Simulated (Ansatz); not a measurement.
A run on `C[CH](C)[Ga]([OH])[CH](C)C` with other settings.

```yaml
crystal:
  periodic: [false, false, false]
  atoms:
    - {symbol: C, position_ang: [0.705588, 1.883471, -2.284588]}
    - {symbol: C, position_ang: [0.879770, 1.410563, -0.809000]}
    - {symbol: C, position_ang: [2.268068, 0.849251, -0.627862]}
    - {symbol: Ga, position_ang: [-0.505707, 0.143043, -0.203541]}
    - {symbol: O, position_ang: [-1.856216, -0.185974, -1.360959]}
    - {symbol: C, position_ang: [-0.690324, -0.841716, 1.516218]}
    - {symbol: C, position_ang: [-0.180120, -2.321487, 1.317557]}
    - {symbol: C, position_ang: [-2.147116, -0.840088, 2.019429]}
    - {symbol: H, position_ang: [1.511610, 2.612021, -2.589600]}
    - {symbol: H, position_ang: [0.787951, 1.033782, -2.972430]}
    - {symbol: H, position_ang: [-0.255051, 2.274146, -2.401549]}
    - {symbol: H, position_ang: [0.815467, 2.306695, -0.204551]}
    - {symbol: H, position_ang: [2.494566, 0.615921, 0.397878]}
    - {symbol: H, position_ang: [2.439564, 0.009296, -1.169057]}
    - {symbol: H, position_ang: [3.055053, 1.512885, -0.855494]}
    - {symbol: H, position_ang: [-1.742368, 0.224445, -2.235110]}
    - {symbol: H, position_ang: [-0.035891, -0.366685, 2.237717]}
    - {symbol: H, position_ang: [0.838219, -2.320146, 0.975165]}
    - {symbol: H, position_ang: [-0.297351, -2.824281, 2.237706]}
    - {symbol: H, position_ang: [-0.765870, -2.785215, 0.538144]}
    - {symbol: H, position_ang: [-2.434411, 0.224556, 2.198908]}
    - {symbol: H, position_ang: [-2.792658, -1.207933, 1.254957]}
    - {symbol: H, position_ang: [-2.289236, -1.454409, 2.910665]}
basis:
  gaussian: {orbitals: def2-TZVPD}
hamiltonian: {xc: {name: PBE0-DH}}
output: {forces: true}
```

```sh
$ ansatz run in.yaml --threads 4 --pin off --events-out ev --progress --plain --max-ram 66560MiB --backend cuda --devices 0, --max-vram 37GiB
```

It prints (some lines left out):

```
Functional definition: PBE0-DH
3135 factors; integrals over basis functions are off by at most 9.9e-4 eV
mean field evaluation 1: about -60854.3490 eV, gradient 8.6e1 eV
mean field evaluation 2: about -60854.6969 eV, gradient 8.6e1 eV
mean field evaluation 4: about -60869.5324 eV, gradient 1.5e1 eV
mean field evaluation 8: about -60869.8991 eV, gradient 9.6e-1 eV
mean field evaluation 16: about -60869.9008 eV, gradient 2.4e-4 eV
mean field -60869.90081679 eV, -2236.9275959165 hartree, gradient 5.8e-6 eV, S^2 0.000000; 0 other end points of the search recorded, 0 dependent functions left out
16 core orbitals not correlated: weight in the atoms' cores, before any rotation towards them, 1.000 or more for the frozen orbitals, at most 0.000 for the correlated occupied ones
reference -60869.90085426 eV, -2236.9275972935 hartree; 29, 29 occupied and 406, 406 virtual orbitals, 3135 factors
second order -50.46702366 eV of doubles, -0.00000000 eV of singles
Total energy: -60876.20923222 eV, -2237.1594259074 hartree
Atom 0 at     0.705588     1.883471    -2.284588 Å, force     2.001715    -0.898481     0.668783 eV/Å
Atom 1 at     0.879770     1.410563    -0.809000 Å, force     0.414826     0.458196    -1.388385 eV/Å
Atom 2 at     2.268068     0.849251    -0.627862 Å, force    -0.675972     1.457894     2.129712 eV/Å
Atom 3 at    -0.505707     0.143043    -0.203541 Å, force    -0.337347     0.004899     0.126836 eV/Å
Atom 4 at    -1.856216    -0.185974    -1.360959 Å, force     0.274148     0.307871    -0.610829 eV/Å
Atom 5 at    -0.690324    -0.841716     1.516218 Å, force    -0.127712    -1.187333    -0.464118 eV/Å
Atom 6 at    -0.180120    -2.321487     1.317557 Å, force    -0.696619     2.304122    -0.871436 eV/Å
Atom 7 at    -2.147116    -0.840088     2.019429 Å, force     0.992255     1.374934     0.009348 eV/Å
Atom 8 at     1.511610     2.612021    -2.589600 Å, force    -0.977678    -0.569179     0.400814 eV/Å
Atom 9 at     0.787951     1.033782    -2.972430 Å, force     0.048492     0.082770     0.090877 eV/Å
Atom 10 at    -0.255051     2.274146    -2.401549 Å, force    -1.439603     1.036137    -0.452607 eV/Å
Atom 11 at     0.815467     2.306695    -0.204551 Å, force    -0.201475     0.220094     0.375525 eV/Å
Atom 12 at     2.494566     0.615921     0.397878 Å, force    -0.197379    -0.376274     0.667103 eV/Å
Atom 13 at     2.439564     0.009296    -1.169057 Å, force     0.390604    -2.706927    -1.776819 eV/Å
Atom 14 at     3.055053     1.512885    -0.855494 Å, force     0.774502     1.252838    -0.732335 eV/Å
Atom 15 at    -1.742368     0.224445    -2.235110 Å, force    -0.110289    -0.349673     0.796305 eV/Å
Atom 16 at    -0.035891    -0.366685     2.237717 Å, force     0.074037     0.134893     0.256223 eV/Å
Atom 17 at     0.838219    -2.320146     0.975165 Å, force     0.612808    -0.191406     0.118141 eV/Å
Atom 18 at    -0.297351    -2.824281     2.237706 Å, force     0.047602    -0.894488     0.954732 eV/Å
Atom 19 at    -0.765870    -2.785215     0.538144 Å, force    -0.280024    -0.388347    -0.058531 eV/Å
Atom 20 at    -2.434411     0.224556     2.198908 Å, force    -0.084786    -0.940892     0.227994 eV/Å
Atom 21 at    -2.792658    -1.207933     1.254957 Å, force    -0.573613    -0.332918    -0.560744 eV/Å
Atom 22 at    -2.289236    -1.454409     2.910665 Å, force     0.071509     0.201270     0.093412 eV/Å
Dipole moment:     0.364093     0.184579     0.051756 e Å
```

It took 21 s on 4 threads of an AMD EPYC 7R13 on a shared host and a share of an NVIDIA H100 80 GB, with 3.7 GiB of host memory at the peak.
